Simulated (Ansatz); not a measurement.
Geometry optimisation, UKS PBE/def2-SVP in Ansatz.

Input file:

```yaml
crystal:
  periodic: [false, false, false]
  atoms:
    - { symbol: Ta, position_ang: [-0.545842, 0.0, 0.0] }
    - { symbol: F, position_ang: [2.582701, 0.0, 0.0] }
    - { symbol: Cl, position_ang: [0.324065, 0.0, 2.134724] }
    - { symbol: Cl, position_ang: [0.324065, 0.0, -2.134724] }
    - { symbol: Cl, position_ang: [-1.590217, 2.05351, 0.0] }
    - { symbol: Cl, position_ang: [-1.590217, -2.05351, 0.0] }
    - { symbol: Cl, position_ang: [4.185445, 0.0, 0.0] }
magnetization:
  spin_polarized: true
  initial_magnetization: 1
basis:
  gaussian: { orbitals: def2-SVP }
hamiltonian:
  xc: pbe
relax:
  f_tol: 0.03
  max_steps: 50
```

Command:

```bash
$ ansatz run input.yaml --threads 4 --pin off --max-ram 5120MiB --backend cpu --events-out ev --progress --plain --runs-dir out
```

Where does it end, and by what steps?

The run converged. After 10 steps the energy has fallen by 2.949 eV; F2 moved furthest, 0.79 Å. Parted: F2–Cl7 (1.60 → 2.76 Å). Joined: Ta1–F2 (3.13 → 1.88 Å).

```tsv
step	energy less start (eV)	largest force component (eV/Å)	accepted
0	0.0000	3.167	yes
1	-0.1157	2.628	yes
2	-0.4668	2.437	yes
3	-1.2997	4.083	yes
4	-2.4407	2.552	yes
5	-2.2067	8.233	no
6	-2.7856	0.766	yes
7	-2.8871	0.317	yes
8	-2.9300	0.143	yes
9	-2.9476	0.056	yes
10	-2.9489	0.027	yes
```

```xyz
7
Properties=species:S:1:pos:R:3
Ta -0.093 0.000 0.000
F 1.790 0.000 0.000
Cl 0.052 0.000 2.338
Cl 0.052 0.000 -2.338
Cl -1.330 1.932 0.000
Cl -1.330 -1.932 0.000
Cl 4.548 0.000 0.000
```

Whether the end is a true minimum wasn't checked by a vibrational analysis.

Run time: 110 s on 4 threads of Arm Neoverse V1, with other jobs on the host, peak memory 0.42 GiB.
